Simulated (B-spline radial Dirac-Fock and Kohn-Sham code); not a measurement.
## How the settings move the core levels of Hg⁶⁺

ΔSCF core binding energies without Breit or QED terms, calculated with an atomic code on a B-spline grid. Keys: rel is the Hamiltonian (dirac, or spin-free x2c and nr, where L3 and M5 stand for the whole 2p and 3d shells), method is hf or an exchange,correlation pair (spin-unpolarised, also for the hole states), nuc the nuclear model, radius_factor scales its radius, rmax is the box in bohr, h the logarithmic mesh step, order the B-spline order, points the quadrature points per cell, c_factor scales the speed of light, and damp, ndamp, maxit and tol steer the iteration. The run stops when the commutator error falls below 10·tol·max(1, Z/10), or the numerical noise floor, and the energy has settled to about 1e-8 Ha; the virial ratio is −V/T.

Base input:

```json
{"items": [{"Z": 80, "q": 6, "cfg": [[1, 0, 2], [2, 0, 2], [2, 1, 6], [3, 0, 2], [3, 1, 6], [3, 2, 10], [4, 0, 2], [4, 1, 6], [4, 2, 10], [4, 3, 14], [5, 0, 2], [5, 1, 6], [5, 2, 6]], "A": 202, "rrms": 5.4648, "do": "settings", "holes": ["K", "L3", "M5"],
  "settings": [{"rel": "dirac", "method": "hf", "nuc": "fermi", "radius_factor": 1.0, "rmax": 45.0, "h": 0.3, "order": 8, "points": 10, "c_factor": 1.0, "maxit": 60, "damp": 0.5, "ndamp": 3, "tol": 1e-08}]}]}
```

The ground state converged in 10 iterations, with total energy -19639.66232 Ha, virial ratio 1.86768 and highest orbital energy -96.36 eV. ΔSCF binding energies: K (1s) 83652.8 eV, L3 (2p3/2) 12420.6 eV, M5 (3d5/2) 2399.4 eV.

Changes from the base run:

```
                                 changed setting  Δ total energy (Ha)  Δ K (eV)  Δ L3 (eV)  Δ M5 (eV)  iterations
                 rmax = 60.0; h = 0.4; order = 5             +0.19461     +0.16      +0.20      +0.23          10
                              method = "b88,lyp"             -9.17615    +64.97     -43.15     -17.90           9
                                     rel = "x2c"            +28.72714    -96.35    +571.26     +36.80          10
                                  c_factor = 1.5           +744.99129  -4850.66     -39.01     +33.57          10
                                     rmax = 60.0              0.00000      0.00       0.00       0.00          10
method = "b88,lyp"; c_factor = 1.5; tol = 0.0001                    ?         ?          ?          ?           ?
                                       order = 5             +0.01053     +0.01      +0.01      +0.01          10
```

Problem. What does the change method = "b88,lyp"; c_factor = 1.5; tol = 0.0001 do?

Solution. The total energy moves by +738.90846 Ha and the binding energies by K -4808.29 eV, L3 -83.62 eV, M5 +15.25 eV; the run takes 9 iterations.
